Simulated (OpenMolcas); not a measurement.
## 3d3 along the 21-electron sequence

| Property | Result |
| --- | --- |
| Program | OpenMolcas |
| Method | RASSCF |
| Basis | ANO-R2 |
| Scalar Hamiltonian | X2C, finite nucleus |
| Spin-orbit coupling | RASSI with atomic mean-field integrals over the reference wave functions, term energies averaged over their components |

Active space for each ion: 9 electrons in 8 orbitals (RAS1 3p, at most 2 holes; RAS2 3d).

Computed levels in cm-1 above 4F 3/2:

| Level | V2+ | Cr3+ | Mn4+ | Fe5+ | Ni7+ |
| --- | --- | --- | --- | --- | --- |
| 4F 5/2 | 160 | 260 | 378 | 526 | 974 |
| 4F 7/2 | 380 | 615 | 891 | 1236 | 2264 |
| 4F 9/2 | 656 | 1058 | 1526 | 2106 | 3811 |
| 4P 1/2 | 13982 | 16661 | 19240 | 21758 | 26701 |
| 4P 3/2 | 14056 | 16768 | 19380 | 21928 | 26903 |
| 4P 5/2 | 14244 | 17084 | 19854 | 22612 | 28276 |
| 2G 7/2 | 15183 | 18150 | 21045 | 23869 | 29409 |
| 2G 9/2 | 15423 | 18529 | 21584 | 24601 | 30655 |
| 2P 1/2 | 17898 | 21476 | 24993 | 28448 | 35348 |
| weight of 4F in the lowest level (%) | 100 | 100 | 100 | 100 | 100 |

Measured, with the error of the calculation in %. Measured levels: V2+ from Sugar and Corliss, J. Phys. Chem. Ref. Data 7, 1191 (1978); Cr3+ from Sugar and Corliss, J. Phys. Chem. Ref. Data 6, 317 (1977); Mn4+ from Corliss and Sugar, J. Phys. Chem. Ref. Data 6, 1253 (1977); Fe5+ from Corliss and Sugar, J. Phys. Chem. Ref. Data 11, 135 (1982); Ni7+ from Corliss and Sugar, J. Phys. Chem. Ref. Data 10, 197 (1981).

| Level | V2+ | Cr3+ | Mn4+ | Fe5+ | Ni7+ |
| --- | --- | --- | --- | --- | --- |
| 4F 5/2 | 146 (+9.8) | 236 (+10.2) | 359 (+5.2) | 511 (+2.9) | 1012 (-3.8) |
| 4F 7/2 | 342 (+11.2) | 556 (+10.7) | 835 (+6.7) | 1188 (+4.0) | 2184 (+3.6) |
| 4F 9/2 | 584 (+12.4) | 946 (+11.9) | 1412 (+8.1) | 2001 (+5.3) | 3721 (+2.4) |
| 4P 1/2 | 11514 (+21.4) | 14059 (+18.5) | 16434 (+17.1) | 18738 (+16.1) | 23261 (+14.8) |
| 4P 3/2 | 11592 (+21.3) | 14177 (+18.3) | 16595 (+16.8) | 18942 (+15.8) | 23710 (+13.5) |
| 4P 5/2 | 11770 (+21.0) | 14471 (+18.1) | 17049 (+16.5) | 19611 (+15.3) | 24669 (+14.6) |
| 2G 7/2 | 11966 (+26.9) | 15052 (+20.6) | 17892 (+17.6) | 20616 (+15.8) |  |
| 2G 9/2 | 12187 (+26.6) | 15402 (+20.3) | 18399 (+17.3) | 21315 (+15.4) |  |
| 2P 1/2 | 15580 (+14.9) | 19519 (+10.0) | 23082 (+8.3) | 26496 (+7.4) |  |

The fine-structure level 4F 9/2 changes by a factor of 5.81 from V2+ to Ni7+. Its fourth root runs 5.06, 5.70, 6.25, 6.77, 7.86, with steps per unit of Z of 0.64, 0.55, 0.52, 0.54; equal steps would mean a (Z - σ)^4 law with constant σ.

4P 1/2 changes by a factor of 1.91 over the same range, with steps per unit of Z of +2680, +2580, +2520, +2470 cm-1.

Without dynamic correlation excited terms often stand tens of per cent too high (terms of higher spin than the ground term too low), and those without a measured partner can miss by more than the paired ones. Active for correlation alone: 3p; no level in the range computed is led by a configuration that opens it, so any true level of that kind is missing. Measured partners are found by configuration, term and J. A level has none where our copy of the source lacks it or the pairing is in doubt (some pairs that miss far off the trend of their configuration count as doubtful), and it then counts in no deviation. Levels of configurations outside the active space are missing.
